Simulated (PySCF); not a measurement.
## Electronic absorption of C5H7O2P

C5H7O2P.
SMILES: `OCPc1ccoc1`

Theory: TDDFT PBE0/def2-SVPD, vertical, gas phase, core orbitals frozen in the response in PySCF 2.14.0, density-fitted response routines. The structure is a single GFN2-xTB conformer in the gas phase; no vibrational or solvent corrections. Torsions of this conformer, `[OH:1][CH2:2][PH:3][c:4]1[cH:5][cH:6][o:7][cH:8]1`: O1–C2–P3–C4 -55°, C2–P3–C4–C5 -86°, H–O1–C2–P3 59°.

```tsv
state	E (eV)	ν̃ (cm⁻¹)	f	main configurations (H = HOMO, L = LUMO)
S1	5.53	44570	0.059	H→L (89%), H-1→L (8%)
S2	6.07	48930	0.051	H→L+1 (64%), H-1→L (20%), H→L+2 (10%)
S3	6.08	49070	0.0066	H→L+2 (50%), H→L+1 (27%), H-1→L (17%)
S4	6.30	50780	0.180	H-1→L (48%), H→L+2 (35%)
S5	6.46	52090	0.026	H→L+3 (93%)
S6	6.69	53970	0.017	H-1→L+2 (46%), H-1→L+1 (40%)
S7	6.83	55070	0.0021	H→L+4 (55%), H-1→L+1 (31%)
S8	6.86	55310	0.024	H-1→L+2 (33%), H-1→L+1 (15%), H→L+4 (15%)
```

Triplets (Tamm–Dancoff): T1 3.97 eV, H→L (59%), H-1→L (32%); T2 4.90 eV, H-1→L (30%), H→L+1 (23%), H→L (19%); T3 5.31 eV, H→L+1 (32%), H-1→L+1 (19%), H→L+3 (17%).

The lowest singlet comes at 224 nm (533 kJ/mol) in the ultraviolet; it is of moderate strength; its leading configuration is HOMO→LUMO (89%). The strongest level in the table is S4 at 6.30 eV (197 nm, f = 0.180). Löwdin shares by element: HOMO phosphorus 32%, carbon 28% or more, oxygen 11% or more (atoms not listed hold the other 29%); LUMO carbon 51% or more, oxygen 18% or more (atoms not listed hold the other 31%). Orbital energies (eV): HOMO-3 -8.75, HOMO-2 -8.46, HOMO-1 -7.32, HOMO -6.71, LUMO -0.32, LUMO+1 0.46, LUMO+2 0.56. The oscillator strengths of these states sum to 0.366; summed over the whole spectrum of an exact calculation they would give the number of electrons, 68 (Thomas–Reiche–Kuhn). Of the 8 states listed, 6 reach f = 0.01 and none stays under 0.0005. Only the lowest 8 singlets were computed, as vertical energies without vibronic structure.

Hardware: Arm Neoverse V1, one thread (shared host). Cost: 48 s of wall time.
